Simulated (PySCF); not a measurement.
# The potential of point charges around `CC(=O)O[C@@H]1CC[Si]1(N)N`

Species: `CC(=O)O[C@@H]1CC[Si]1(N)N`. Coordinates (GFN2-xTB, Å) and charges (e) from the PBE0/pcSseg-1 density (PySCF):

```csv
atom,x,y,z,Mulliken,IAO,Hirshfeld,ESP-fitted
C1,3.108,-1.076,-0.657,-0.2267,-0.4737,-0.1238,-0.5943
C2,1.928,-0.161,-0.447,+0.3816,+0.5302,+0.2124,+0.9076
O3,1.539,0.650,-1.255,-0.4438,-0.4758,-0.2566,-0.6427
O4,1.354,-0.356,0.729,-0.4365,-0.3326,-0.1004,-0.5130
C5,0.197,0.452,0.958,-0.2620,-0.2393,-0.0601,+0.1749
C6,-0.783,-0.128,1.981,-0.1702,-0.2635,-0.0840,-0.0916
C7,-2.105,0.203,1.262,-0.5643,-0.5902,-0.1811,-0.4762
Si8,-1.171,0.465,-0.400,+1.1632,+1.2588,+0.4305,+0.8765
N9,-1.601,1.812,-1.380,-0.6148,-0.8343,-0.3167,-1.0739
N10,-1.062,-0.895,-1.450,-0.6433,-0.8482,-0.3207,-0.9787
H11,2.752,-1.991,-1.127,+0.1426,+0.1714,+0.0582,+0.1658
H12,3.827,-0.603,-1.318,+0.1383,+0.1689,+0.0549,+0.1650
H13,3.565,-1.325,0.296,+0.1333,+0.1639,+0.0486,+0.1581
H14,0.544,1.448,1.249,+0.1256,+0.1373,+0.0312,+0.0186
H15,-0.634,-1.205,2.050,+0.1169,+0.1415,+0.0374,+0.0831
H16,-0.690,0.298,2.978,+0.1284,+0.1376,+0.0372,+0.0437
H17,-2.844,-0.591,1.325,+0.1320,+0.1427,+0.0295,+0.0938
H18,-2.562,1.101,1.670,+0.1285,+0.1415,+0.0307,+0.1283
H19,-1.711,2.700,-0.919,+0.1913,+0.2639,+0.1195,+0.3684
H20,-1.030,1.932,-2.202,+0.1996,+0.2717,+0.1194,+0.4461
H21,-1.622,-0.891,-2.286,+0.1911,+0.2669,+0.1180,+0.3827
H22,-1.009,-1.820,-1.058,+0.1890,+0.2613,+0.1157,+0.3578
```

Points outside the species (Å): A (-6.8, 1.1, 1.2); B (4.8, 1.1, 3.2); C (0.0, -4.1, 1.3).

Task: Find the potential V = 14.3996 V·Å × Σ q/r of each set of charges at these points.

Result: In volts:

```tsv
point	nearest atom	distance (Å)	Mulliken	IAO	Hirshfeld	ESP-fitted
A	H18	4.26	+0.050	+0.023	-0.015	-0.054
B	H13	3.98	-0.196	-0.095	-0.032	-0.035
C	H15	3.06	-0.088	+0.015	+0.044	+0.124
```

Task: How far are the other sets from the ESP-fitted one at these points?

Result: Root-mean-square difference: Hirshfeld 0.051 V, IAO 0.085 V, Mulliken 0.165 V. The ESP scheme fits charges at the nuclei, held to the total charge, to the electrostatic potential on points at 1.4 to 2.0 times the van der Waals radii.

Task: What energy would a point charge of -2 e have at C in the field of the ESP charges, leaving out polarisation?

Result: -0.248 eV = -24.0 kJ/mol, an attraction.

The structure is a single GFN2-xTB conformer in the gas phase; no vibrational or solvent corrections.

The run behind these numbers computed NMR shieldings as well. Hardware: Arm Neoverse V2, one thread, no GPU, on a shared host. Cost: 63 s wall (grids of density and orbitals included), 1.1 GiB resident at most.

Conformer computed: `[CH3:1][C:2](=[O:3])[O:4][C@@H:5]1[CH2:6][CH2:7][Si:8]1([NH2:9])[NH2:10]`: C1–C2–O4–C5 -178°, C2–O4–C5–C6 156°, H–N9–Si8–C7 46°, H–N9–Si8–C7 176°, H–N10–Si8–C7 107°, H–N10–Si8–C7 -32°.
